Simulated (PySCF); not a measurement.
Species: 3-chlorostyrene, C8H7Cl.
Numbering: `[CH2:1]=[CH:2][c:3]1[cH:4][cH:5][cH:6][c:7]([Cl:8])[cH:9]1` (hydrogens: H10, H11 on C1; H12 on C2; H13 on C4; H14 on C5; H15 on C6; H16 on C9)

The geometry is computed with GFN2-xTB (gas phase).

(1) Give the optimised bond lengths and angles.

## Answers

(1) 
| bond | length (Å) |
| --- | --- |
| C1=C2 | 1.328 |
| C2–C3 | 1.459 |
| C3–C4 | 1.396 |
| C4–C5 | 1.382 |
| C5–C6 | 1.384 |
| C6–C7 | 1.386 |
| C7–Cl8 | 1.732 |
| C7–C9 | 1.381 |
| C3–C9 | 1.395 |
| C1–H10 | 1.076 |
| C1–H11 | 1.077 |
| C2–H12 | 1.083 |
| C4–H13 | 1.080 |
| C5–H14 | 1.080 |
| C6–H15 | 1.078 |
| C9–H16 | 1.078 |

A selection of angles:
| angle | degrees |
| --- | --- |
| C1–C2–C3 | 126.8 |
| C2–C3–C4 | 118.9 |
| C2–C3–C9 | 122.7 |
| C4–C3–C9 | 118.4 |
| C3–C4–C5 | 121.0 |
| C4–C5–C6 | 120.5 |
| C5–C6–C7 | 118.7 |
| C6–C7–Cl8 | 119.3 |
| C6–C7–C9 | 121.5 |
| Cl8–C7–C9 | 119.2 |
| C3–C9–C7 | 120.0 |

Dihedral angles: C1–C2–C3–C4 180° (antiperiplanar).

The 9 heavy atoms lie in one plane (0.001 Å rms). The C–C distances run from 1.328 Å (C1=C2, drawn double) to 1.459 Å (C2–C3, drawn single), a spread of 0.131 Å. The 6-membered ring C3–C4–C5–C6–C7–C9 has internal angles of 118.4° to 121.5° (sum 720°, against 720° for a flat polygon); it is planar, 0.00 Å rms from its mean plane, widest ring torsion 0°. Of the pairs four or more bonds apart, H10···H16 is among the closest relative to their van der Waals radii: 2.16 Å, 90 % of the sum of Bondi's values.

Point group: Cs (every atom within 0.08 Å of its image). No GFN2-xTB frequencies stand behind this structure, so it isn't proved a minimum. One conformer, not necessarily the lowest.
